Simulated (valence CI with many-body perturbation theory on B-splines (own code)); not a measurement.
**Hf67+: electric-dipole lines**

Level of theory: configuration interaction combined with many-body perturbation theory (CI+MBPT): three valence electrons over a frozen Dirac-Fock core [He], a basis of 11 s, 11 p, 9 d, 7 f, 5 g, 2 h, 1 i functions for each j, with the one-electron correlation potential Σ1 (screened to all orders), the two-electron term Σ2, the three-electron term Σ3, Breit, model QED; selected single and double excitations, second order for the rest (own B-spline code, finite nucleus).

No measured spectrum was set against this ion. As an estimate, large intervals hold to a few tenths of a per cent, small ones and those within an open d or f shell to about a per cent.

Lines 101 to 150 of 285 in falling wavelength, among levels below 12380 eV, chosen from the strongest by gf and those to the six lowest levels. Wavelengths and rates use the calculated energies. Electric multipoles are in the length gauge, E1 and E2 with the static RPA response of the core. Weak lines are less certain than strong ones. Lines between different terms over intervals too small for the method are left out, as are lines whose strength nearly cancels. The highest levels of a list are the least certain.

Levels are named by their leading jj configuration (3d3/2^4 stands for four electrons in 3d with j = 3/2), which in mixed levels can hold well under half, so a name can repeat and another be missing. Letters in brackets count levels of one name in rising energy.

```tsv
λ vac (nm)	Upper	Lower	A (s⁻¹)	S (a.u.)
0.7881	(2s 2p3/2 3p3/2) J=1/2 [b]	(2s^2 3p3/2) J=3/2	8.46e+12	4.09e-03
0.7832	(2s 2p1/2 2p3/2) J=1/2	(2s^2 2p1/2) J=1/2	9.81e+12	4.65e-03
0.7826	(2p1/2 2p3/2^2) J=3/2	(2s 2p1/2 2p3/2) J=5/2	7.71e+11	7.29e-04
0.7822	(2s 2p1/2 2p3/2) J=3/2 [b]	(2s^2 2p1/2) J=1/2	8.89e+12	8.40e-03
0.7795	(2p1/2 2p3/2^2) J=1/2	(2s 2p1/2 2p3/2) J=3/2 [b]	1.00e+13	4.70e-03
0.7785	(2p1/2 2p3/2^2) J=1/2	(2s 2p1/2 2p3/2) J=1/2	4.67e+12	2.18e-03
0.7772	(2p1/2^2 2p3/2) J=3/2	(2s 2p1/2^2) J=1/2	6.63e+12	6.15e-03
0.7766	(2s 2p3/2^2) J=1/2	(2s^2 2p3/2) J=3/2	7.73e+12	3.57e-03
0.7763	(2s 2p3/2^2) J=3/2	(2s^2 2p3/2) J=3/2	1.42e+13	1.31e-02
0.7716	(2p1/2 2p3/2^2) J=5/2	(2s 2p1/2 2p3/2) J=5/2	6.47e+12	8.80e-03
0.7633	(2p1/2 2p3/2^2) J=3/2	(2s 2p1/2 2p3/2) J=3/2 [a]	7.03e+12	6.17e-03
0.7528	(2p1/2 2p3/2^2) J=5/2	(2s 2p1/2 2p3/2) J=3/2 [a]	1.39e+11	1.76e-04
0.7282	(2p1/2 2p3/2^2) J=1/2	(2s 2p1/2 2p3/2) J=3/2 [a]	1.30e+11	4.94e-05
0.4293	(2s 2p3/2^2) J=3/2	(2s^2 2p1/2) J=1/2	4.93e+10	7.71e-06
0.1448	(2s 2p1/2 3s) J=1/2 [a]	(2s 2p1/2 2p3/2) J=1/2	8.13e+12	2.44e-05
0.1444	(2s^2 3p1/2) J=1/2	(2s 2p1/2 2p3/2) J=3/2 [a]	1.80e+12	5.34e-06
0.1444	(2s 2p1/2 3s) J=3/2	(2s 2p1/2 2p3/2) J=1/2	5.03e+12	2.99e-05
0.1439	(2p1/2 2p3/2 3s) J=5/2	(2p1/2 2p3/2^2) J=5/2	9.54e+13	8.43e-04
0.1439	(2s 2p1/2 3s) J=1/2 [b]	(2s 2p1/2 2p3/2) J=1/2	7.50e+13	2.20e-04
0.1438	(2p1/2 2p3/2 3s) J=3/2 [b]	(2p1/2 2p3/2^2) J=5/2	1.39e+14	8.14e-04
0.1432	(2s 2p3/2 3s) J=5/2	(2s 2p3/2^2) J=5/2	9.84e+13	8.56e-04
0.1432	(2s 2p1/2 3s) J=3/2	(2s 2p1/2 2p3/2) J=5/2	1.55e+14	9.01e-04
0.1430	(2s 2p1/2 3s) J=1/2 [a]	(2s 2p1/2 2p3/2) J=3/2 [a]	1.79e+14	5.15e-04
0.1428	(2s^2 3s) J=1/2	(2s^2 2p3/2) J=3/2	2.00e+14	5.76e-04
0.1428	(2s 2p3/2 3s) J=3/2 [a]	(2s 2p3/2^2) J=5/2	1.52e+14	8.75e-04
0.1425	(2s 2p1/2 3s) J=3/2	(2s 2p1/2 2p3/2) J=3/2 [a]	1.26e+13	7.22e-05
0.1421	(2s 2p1/2 3s) J=1/2 [b]	(2s 2p1/2 2p3/2) J=3/2 [a]	3.19e+12	9.02e-06
0.1400	(2s^2 3p3/2) J=3/2	(2s 2p1/2 2p3/2) J=1/2	4.87e+11	2.64e-06
0.1378	(2s 2p1/2 3p1/2) J=1/2 [b]	(2s^2 2p3/2) J=3/2	1.70e+12	4.40e-06
0.1367	(2s 2p1/2 3d3/2) J=3/2 [a]	(2s 2p1/2 2p3/2) J=1/2	8.65e+12	4.36e-05
0.1362	(2p1/2 2p3/2 3d3/2) J=5/2 [a]	(2p1/2 2p3/2^2) J=5/2	1.02e+14	7.60e-04
0.1361	(2p1/2^2 3d3/2) J=3/2	(2p1/2^2 2p3/2) J=3/2	2.38e+14	1.19e-03
0.1360	(2s 2p1/2 3d3/2) J=3/2 [b]	(2s 2p1/2 2p3/2) J=1/2	2.04e+13	1.01e-04
0.1359	(2p1/2 2p3/2 3d3/2) J=3/2 [a]	(2p1/2 2p3/2^2) J=3/2	1.32e+14	6.55e-04
0.1359	(2s 2p1/2 3d3/2) J=1/2	(2s 2p1/2 2p3/2) J=1/2	1.22e+14	3.02e-04
0.1357	(2p1/2 2p3/2 3d3/2) J=3/2 [b]	(2p1/2 2p3/2^2) J=5/2	1.90e+14	9.35e-04
0.1356	(2s 2p1/2 3d3/2) J=3/2 [a]	(2s 2p1/2 2p3/2) J=5/2	6.28e+12	3.09e-05
0.1352	(2s 2p1/2 3d3/2) J=5/2	(2s 2p1/2 2p3/2) J=5/2	2.35e+14	1.72e-03
0.1350	(2s 2p1/2 3d3/2) J=3/2 [a]	(2s 2p1/2 2p3/2) J=3/2 [a]	1.17e+14	5.70e-04
0.1350	(2s 2p3/2 3d3/2) J=5/2 [a]	(2s 2p3/2^2) J=5/2	1.24e+14	9.05e-04
0.1350	(2s 2p1/2 3d5/2) J=5/2 [a]	(2s 2p1/2 2p3/2) J=3/2 [b]	1.41e+14	1.03e-03
0.1350	(2s 2p3/2 3d5/2) J=5/2 [a]	(2s 2p3/2^2) J=3/2	1.73e+14	1.26e-03
0.1349	(2s 2p3/2 3d3/2) J=3/2 [a]	(2s 2p3/2^2) J=5/2	2.23e+14	1.08e-03
0.1349	(2s 2p1/2 3d3/2) J=3/2 [b]	(2s 2p1/2 2p3/2) J=5/2	5.44e+13	2.64e-04
0.1348	(2p1/2 2p3/2 3d5/2) J=3/2 [b]	(2p1/2 2p3/2^2) J=1/2	1.31e+15	6.31e-03
0.1347	(2p1/2 2p3/2 3d5/2) J=1/2	(2p1/2 2p3/2^2) J=1/2	1.45e+15	3.50e-03
0.1347	(2s 2p3/2 3d5/2) J=3/2 [a]	(2s 2p3/2^2) J=3/2	6.50e+14	3.14e-03
0.1347	(2s 2p3/2 3d5/2) J=3/2 [a]	(2s 2p3/2^2) J=1/2	5.40e+14	2.61e-03
0.1347	(2s^2 3d3/2) J=3/2	(2s^2 2p3/2) J=3/2	2.48e+14	1.20e-03
0.1346	(2s 2p1/2 3d3/2) J=5/2	(2s 2p1/2 2p3/2) J=3/2 [a]	2.18e+13	1.57e-04
```
